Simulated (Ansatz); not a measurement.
Computed with Ansatz on PBE0-D4/def2-TZVP structures; ΔE is electronic, products minus reactants. CCSD(T)/CBS is the MP2 limit (def2-TZVPP, def2-QZVPP) plus CCSD(T) − MP2 in def2-TZVPP, frozen cores. For Ge, Se outer-core shells are correlated without core-valence functions, which leaves a few kJ/mol of doubt a bond. Scalar relativity is left out up to krypton. One conformer a species, not always the lowest.

Consider the substitution at a C–Ge bond: `N[CH](O)[GeH2][F]` + `B[SeH]` → `B[Se]C(N)O` + `[F][GeH3]`.

| species | CCSD(T)/CBS(def2) energy (Eh) |
| --- | --- |
| `N[CH](O)[GeH2][F]` | -2347.46209 |
| `B[SeH]` | -2427.30556 |
| `B[Se]C(N)O` | -2597.03662 |
| `[F][GeH3]` | -2177.72589 |

Work out ΔE.

ΔE = (-2597.03662) + (-2177.72589) − (-2347.46209) − (-2427.30556) = 0.00514 Eh = +13.5 kJ/mol.

Largest T1 diagnostic among the species: 0.013.

From PBE to PBE0 (25 % exact exchange), in def2-TZVPP and without D4, ΔE moves by +3.3 kJ/mol. In def2-TZVPP, CCSD(T) changes the Hartree–Fock value by −12.4 kJ/mol (the triples alone add −4.4 kJ/mol) and MP2 by −15.7 kJ/mol.
